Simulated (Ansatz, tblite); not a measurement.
Spin states of W₆⁺, each relaxed with PBE-D4/def2-SVP in Ansatz. Electronic energies in the gas phase.

In the def2 sets W takes a core potential; there is no spin–orbit coupling. The xTB rows come from tblite. The structure comes from a short search, and lower isomers may exist.

Doublet geometry (C2 within 0.1 Å):

```xyz
6

W     1.4537   -0.0040   -0.4558
W    -0.5580    0.3029   -1.7407
W     0.9048    0.6890    1.8321
W    -0.0426   -1.9355   -0.9496
W    -0.9733   -0.6903    0.9475
W    -0.7846    1.6379    0.3665
```

Quartet geometry (C2 within 0.1 Å):

```
atom   x (Å)   y (Å)   z (Å)
  W1   0.579   1.257   0.726
  W2   0.465  -1.020   1.459
  W3   0.549   1.144  -1.734
  W4  -1.638   0.230   1.371
  W5  -1.146  -0.542  -0.915
  W6   1.190  -1.069  -0.908
```

Sextet geometry (C2v within 0.1 Å):

```xyz
6

W    -1.201    0.343   -1.080
W     0.050   -1.789   -0.337
W    -0.341    1.833    0.725
W     1.209   -0.038   -1.593
W     1.388    0.045    0.892
W    -1.106   -0.394    1.392
```

⟨S²⟩: doublet 0.92 at PBE0-D4/def2-TZVP (pure 0.75), quartet 3.93 at PBE0-D4/def2-TZVP (pure 3.75), sextet 8.88 at PBE0-D4/def2-TZVP (pure 8.75).

Run but left out: GFN2-xTB (tight binding far off the other levels); HF/def2-TZVP, r2SCAN-D4/def2-TZVP, MP2/def2-TZVP (doublet: ⟨S²⟩ 1.09 to 7.88, where a pure state has 0.75).

Only these spin states were relaxed. Higher spins weren't run and may lie lower. The sextet has other bonds than the doublet, so the gap mixes isomer and spin.

Task: Estimate which spin state lies lowest at each of these levels, and by how much: GFN1-xTB; PBE-D4/def2-TZVP; PBE0-D4/def2-TZVP.

Result: 
| level | quartet − doublet (kcal/mol) | sextet − doublet (kcal/mol) | lowest of these | remarks |
| --- | --- | --- | --- | --- |
| GFN1-xTB | 9.5 | -14.5 | sextet | – |
| PBE-D4/def2-TZVP | 6.7 | 15.6 | doublet | – |
| PBE0-D4/def2-TZVP | 7.3 | 13.9 | doublet | spin-contaminated (⟨S²⟩ 0.92) (doublet), spin-contaminated (⟨S²⟩ 3.93) (quartet), spin-contaminated (⟨S²⟩ 8.88) (sextet) |

Change of the sextet − doublet gap on mixing in exact exchange, in kcal/mol: PBE to PBE0 (25 % exact exchange) -1.7. The xTB methods have no spin-polarisation term.
